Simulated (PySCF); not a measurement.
SnH₄ + 2 O₂ → SnO₂ + 2 H₂O

Level: PBE0 in the def2-TZVP basis family, computed in PySCF with density fitting; scalar-relativistic core potentials for atoms from Rb on, none lighter, no spin–orbit coupling; open shells unrestricted.

```tsv
species	state and structure	E (Eh)	ZPE (kJ/mol)	H(298 K) − H(0) (kJ/mol)	S° (J/(mol K))
SnH₄	singlet, Td, Sn–H 1.704 Å (×4)	-216.66474	68.3	11.3	228.6
O₂	triplet, D∞h, O–O 1.193 Å	-150.23561	10.3	8.7	204.9
SnO₂	singlet, D∞h, Sn–O 1.799 Å (×2)	-364.58133	12.2	12.3	256.0
H₂O	singlet, C2v, O–H 0.960 Å (×2); H–O–H 105.1°	-76.37736	56.5	9.9	188.7
```

(1) What is the electronic reaction energy?

(2) Add zero-point, thermal and entropy terms for 298.15 K and 1 bar.

Results:

(1) At PBE0/def2-TZVP, ΔE = -525.3 kJ/mol from the differences of the total energies times 2625.5, downhill. 

(2) ΔZPE = 36.3 and Δ[H(298) − H(0)] = 3.4 kJ/mol give ΔH° = -485.6 kJ/mol. ΔS° = -5.0 J/(mol K), so ΔG° = -485.6 − 298.15 × (-0.0050) = -484 kJ/mol.

The structures come from searches over a few start shapes, so lower isomers are not excluded.
